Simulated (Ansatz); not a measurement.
Reaction (redistribution): `[O]=[W](=[O])([F])[Cl]` + `C[N](C)[Zr]([NH2])([F])[Cl]` → `C[N](C)[W](=[O])(=[O])[F]` + `[NH2][Zr]([F])([Cl])[Cl]`

Program: Ansatz. Geometries: PBE0-D4/def2-TZVP. ΔE: electronic, gas phase. CCSD(T)/CBS is the MP2 limit (def2-TZVPP, def2-QZVPP) plus CCSD(T) − MP2 in def2-TZVPP, frozen cores. DFT in def2-TZVPP. def2 core potentials past Kr. For W, Zr outer-core shells are correlated without core-valence functions, which leaves a few kJ/mol of doubt a bond. One conformer a species, not always the lowest.

CCSD(T)/CBS gives -69.4 kJ/mol.

(1) Another level gave -70.2 kJ/mol. Which?
A. HF/def2-TZVPP
B. BHLYP-D4/def2-TZVPP
C. revPBE/def2-TZVPP
D. CCSD/def2-TZVPP

Largest T1 diagnostic among the species: 0.022, so the coupled-cluster value is less sure than usual.

Results:

(1) D. CCSD/def2-TZVPP -70.2, revPBE -62.9, BHLYP-D4 -75.0, HF/def2-TZVPP -83.0 kJ/mol.

From BLYP to BHLYP (50 % exact exchange), in def2-TZVPP and without D4, ΔE moves by −9.0 kJ/mol. Leaving LDA and LC-ωPBE aside and taking each functional with its dispersion term where it has one, the values, not all of them listed here, spread over 14.1 kJ/mol, from BHLYP-D4 to revPBE-D4.
